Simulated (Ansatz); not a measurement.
CH7AlBN (`CN[BH][AlH2]`). Charge 0, multiplicity 1. The geometry is a stationary point of PBE0-D4/def2-TZVP. It is one conformer, not always the lowest.

```xyz
11

C     1.224    1.032   -1.112
N     0.131    0.301   -0.508
B     0.116   -0.314    0.736
Al   -1.668   -1.319    1.340
H     1.537    0.573   -2.055
H     2.071    1.029   -0.426
H     0.944    2.069   -1.317
H    -0.691    0.262   -1.095
H     1.133   -0.223    1.375
H    -2.921   -1.325    0.338
H    -1.876   -2.084    2.724
```

(1) What is the dipole moment at B3LYP/def2-TZVPP? (Estimate.)

(2) And with PBE, r2SCAN, ωB97M-V? (Estimate.)

(3) Give the Mulliken charges with B3LYP, ωB97M-V, r2SCAN in def2-TZVPP. (Estimate.)

Answers

(1) Ansatz gave: 2.74 D, with components (1.10, 1.45, -2.05) D in this frame, pointing from negative to positive charge.

(2) Ansatz gave: PBE 2.93 D, r2SCAN 2.85 D, ωB97M-V 2.67 D.

(3) Computed: 
```csv
atom,B3LYP,ωB97M-V,r2SCAN
C1,-0.15,-0.21,-0.03
N2,-0.14,-0.14,-0.16
B3,-0.13,-0.23,-0.15
Al4,0.28,0.30,0.37
H5,0.10,0.12,0.06
H6,0.09,0.11,0.06
H7,0.10,0.12,0.06
H8,0.15,0.12,0.16
H9,0.01,0.06,-0.02
H10,-0.16,-0.14,-0.18
H11,-0.15,-0.12,-0.17
```

B3LYP here is the variant with VWN-RPA as its local correlation; programs differ in this.
